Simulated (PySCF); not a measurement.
Ti(OH)3 (H3O3Ti), SMILES [OH][Ti]([OH])[OH] (connectivity only; charge and spin as stated), neutral, multiplicity 2.

Coordinates come from a TPSSh-D3(BJ)/def2-SVP optimisation. The spin state was assumed, not searched. The isomer is the one that the SMILES or the coordinates give; other isomers of the formula were not compared. Other conformers were not sampled.

All values below come from TPSSh-D3(BJ)/def2-SVP run with PySCF.

Frequencies are harmonic and unscaled.

Modes within 1.5 cm⁻¹ of each other (mostly degenerate sets) share a row, with their intensities summed.

Computed normal modes with their intensities:
```
mode   ν (cm⁻¹)  IR (km/mol)  moving atoms (share of kinetic energy)
-----  --------  -----------  --------------------------------------
1           100         18.8                 Ti 43 %, H 30 %, O 27 %
2–3         166         67.4                 O 51 %, H 37 %, Ti 12 %
4           238          0.0                          H 87 %, O 13 %
5–6         314        428.8                          H 59 %, O 38 %
7–8         353          0.0                          H 88 %, O 12 %
9           407        337.1                  H 67 %, O 25 %, Ti 9 %
10          699          0.0                                  O 93 %
11–12       814        443.4                         O 56 %, Ti 37 %
13–14      3893        530.1                                  H 94 %
15         3898          0.0                                  H 94 %
```
